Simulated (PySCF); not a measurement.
Species: CH5ClF2Si2.
Numbering: `[F:1][SiH:2]([F:3])[C@H:4]([SiH3:5])[Cl:6]` (hydrogens: H7 on Si2; H8 on C4; H9, H10, H11 on Si5)

Computed by this run: PySCF 2.14.0, PBE0-D3(BJ)/def2-SVP geometry optimisation, gas phase; density fitting, grid level 1; the optimiser is geomeTRIC in internal coordinates, started from a GFN2-xTB structure with every atom displaced at random (about 0.01 Å).

Geometry at step 1:
```
atom  x, y, z in Å
F1      1.0486    0.6151   -1.1813
Si2     1.4751   -0.7031   -0.3251
F3      2.5103   -1.6031   -1.1806
C4     -0.1075   -1.6265    0.0098
Si5    -1.5149   -0.6038    0.7749
Cl6     0.3190   -2.9741    1.1436
H7      2.1317   -0.2857    0.9268
H8     -0.4617   -2.0888   -0.9284
H9     -2.6777   -1.5305    0.9313
H10    -1.8876    0.5207   -0.1372
H11    -1.0873   -0.0563    2.0912
```

Question: Give the atomic forces at this geometry.

Answer: 
```
atom  Fx (eV/Å)  Fy (eV/Å)  Fz (eV/Å)
  F1      0.277     -0.410      0.095
 Si2     -0.159      0.184      0.046
  F3     -0.195      0.249      0.000
  C4      0.150     -0.090     -0.114
 Si5     -0.214     -0.129     -0.110
 Cl6     -0.051      0.085     -0.051
  H7      0.101      0.066     -0.017
  H8     -0.050      0.026      0.053
  H9      0.039      0.089      0.076
 H10      0.054     -0.054     -0.004
 H11      0.048     -0.017      0.027
```

The largest, 0.50 eV/Å, acts on F1; the rms over all components is 0.134 eV/Å. The forces sum to zero within rounding, as they must for an isolated molecule in no field.

Question: Give the force on F1 in Eh/bohr and in nN.

Answer: 0.504 eV/Å ÷ 51.422 = 0.00980 Eh/bohr, and 0.504 eV/Å × 1.602 = 0.81 nN.

Question: How far is this geometry from the end of the optimisation?

Answer: 0.031 eV above it, and 0.124 Å rms away after alignment. The bonds farthest from their final lengths, with half the difference of the two atoms' forces along the bond (positive lengthens):

```json
{"bond": "F1–Si2", "now (Å)": "1.629", "final (Å)": "1.616", "force along bond (eV/Å)": "-0.31"}
{"bond": "Si5–H9", "now (Å)": "1.495", "final (Å)": "1.490", "force along bond (eV/Å)": "-0.16"}
{"bond": "Si2–F3", "now (Å)": "1.617", "final (Å)": "1.612", "force along bond (eV/Å)": "-0.02"}
{"bond": "C4–Cl6", "now (Å)": "1.812", "final (Å)": "1.807", "force along bond (eV/Å)": "-0.07"}
{"bond": "Si5–H11", "now (Å)": "1.488", "final (Å)": "1.492", "force along bond (eV/Å)": "+0.12"}
{"bond": "Si5–H10", "now (Å)": "1.495", "final (Å)": "1.492", "force along bond (eV/Å)": "-0.04"}
```

The angle farthest from its final value is F1–Si2–F3, 109.9° against 106.6°.

The cost below is that of the whole optimisation. The run took 90 s wall on one thread of an AMD EPYC 7R43, no GPU, shared host with 256 logical CPUs at a one-minute load of 155, and the process peaked at 0.52 GiB of memory.
